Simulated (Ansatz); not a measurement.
```yaml
crystal:
  periodic: [false, false, false]
  atoms:
    - {symbol: N, position_ang: [0.148868, 2.822512, -0.114990]}
    - {symbol: C, position_ang: [0.835838, -0.184411, -0.209359]}
    - {symbol: F, position_ang: [2.902020, -0.852081, 1.883994]}
    - {symbol: Se, position_ang: [-2.661587, -2.706612, 0.513441]}
    - {symbol: H, position_ang: [-0.513968, 3.638468, -2.066898]}
    - {symbol: H, position_ang: [-1.245017, 3.391874, 1.520457]}
    - {symbol: H, position_ang: [1.745354, -0.758433, -2.352007]}
    - {symbol: H, position_ang: [-1.008884, -5.477155, 0.702383]}
basis:
  gaussian: {orbitals: def2-mTZVPP, fitting: {mean_field: cc-pVTZ-jkfit}}
hamiltonian: {xc: {name: B97}}
scf: {lower_state_search: light}
output: {forces: true}
```

```sh
$ ansatz run in.yaml --threads 2 --pin off --events-out ev --progress --plain --max-ram 4352MiB
```

Shortened log:

```
Functional definition: B97
564 factors; integrals over basis functions are off by at most 3.0e-1 eV
mean field evaluation 1: about -70581.5104 eV, gradient 1.1e2 eV
mean field evaluation 2: about -70031.7329 eV, gradient 2.5e2 eV
mean field evaluation 4: about -70538.8217 eV, gradient 1.4e2 eV
mean field evaluation 8: about -70619.9445 eV, gradient 2.7e1 eV
mean field evaluation 16: about -70622.9859 eV, gradient 1.6e-4 eV
mean field -70622.98593055 eV, -2595.3468629686 hartree, gradient 2.7e-6 eV, S^2 0.000000; 10 other end points of the search recorded, 0 dependent functions left out
reference -70622.98595803 eV, -2595.3468639784 hartree; 30, 30 occupied and 93, 93 virtual orbitals, 564 factors
Total energy: -70622.98595803 eV, -2595.3468639784 hartree
Atom 0 at     0.148868     2.822512    -0.114990 Å, force    -1.896131     0.968423    -0.386142 eV/Å
Atom 1 at     0.835838    -0.184411    -0.209359 Å, force     1.164172    -0.179142    -1.195305 eV/Å
Atom 2 at     2.902020    -0.852081     1.883994 Å, force    -0.836201     0.263713    -0.900266 eV/Å
Atom 3 at    -2.661587    -2.706612     0.513441 Å, force     0.940818    -1.096979     0.047958 eV/Å
Atom 4 at    -0.513968     3.638468    -2.066898 Å, force     0.627552    -1.054931     2.549558 eV/Å
Atom 5 at    -1.245017     3.391874     1.520457 Å, force     1.587327    -0.735975    -2.199688 eV/Å
Atom 6 at     1.745354    -0.758433    -2.352007 Å, force    -0.855837     0.594310     2.166944 eV/Å
Atom 7 at    -1.008884    -5.477155     0.702383 Å, force    -0.731702     1.240581    -0.083060 eV/Å
Dipole moment:    -1.189733     0.248251    -0.933126 e Å
```

Problem. What is wrong with this run?

Solution. The geometry is stretched to more than twice its size. The calculation finished and met its thresholds. The result belongs to that input, not to the molecule as meant.
